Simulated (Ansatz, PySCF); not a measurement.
Species: diiodo(methyl)borane, CH₃BI₂, net charge 0, singlet state. SMILES: CB(I)I
Coordinates optimised at B3LYP-D3(BJ)/def2-TZVP (Ansatz, a quantum-chemistry and plane-wave program):
```xyz
7

C     -2.3611    -0.3071     0.1754
B     -0.8285    -0.1058     0.0393
I      0.4752    -1.7873    -0.1796
I      0.0256     1.8525     0.1419
H     -2.9336     0.5552    -0.1677
H     -2.5826    -0.4288     1.2440
H     -2.7156    -1.2096    -0.3236
```
Charge 0, spin multiplicity 1.

Quantity: vertical triplet-singlet gap, E(triplet) - E(singlet), in eV. Terms: UHF or UKS for open shells; 6-31G* and kin with 6d, 5d where marked; no dispersion term unless named; frozen cores in correlated levels (noble-gas shells and the d and f shells of earlier blocks); def2 sets with scalar-relativistic core potentials past Kr; no spin-orbit coupling; each state is the SCF solution reached for its charge and spin; LANL2DZ with its own core potentials from Na on; STO-3G and 3-21G all-electron and non-relativistic. Ab initio and DFT rows: single points at B3LYP-D3(BJ) geometries (Ansatz). Levels can end on unlike triplets.

```csv
level,program,"vertical triplet-singlet gap, E(triplet) - E(singlet) (eV)"
HF/6-31G* with LANL2DZ past Ar,Ansatz,4.34
PBE/6-31G* with LANL2DZ past Ar,Ansatz,4.00
B3LYP/3-21G,Ansatz,4.05
B3LYP/6-31G* with LANL2DZ past Ar,Ansatz,4.19
M06-2X/6-31G* with LANL2DZ past Ar (5d),PySCF,4.41
MP2/6-31G* with LANL2DZ past Ar,Ansatz,4.58
PBE/def2-TZVPD,Ansatz,3.66
```

No value to compare with is used here. The 6 habitual levels span 4.00 (PBE/6-31G* with LANL2DZ past Ar) to 4.58 eV (MP2/6-31G* with LANL2DZ past Ar); PBE/def2-TZVPD gives 3.66.

The levels are drawn from those run, B3LYP/6-31G* more often than the rest, none by its result; left out are runs that failed, that the program found above a lower state of the same kind, or whose <S^2> lies over 0.5 above the pure value.
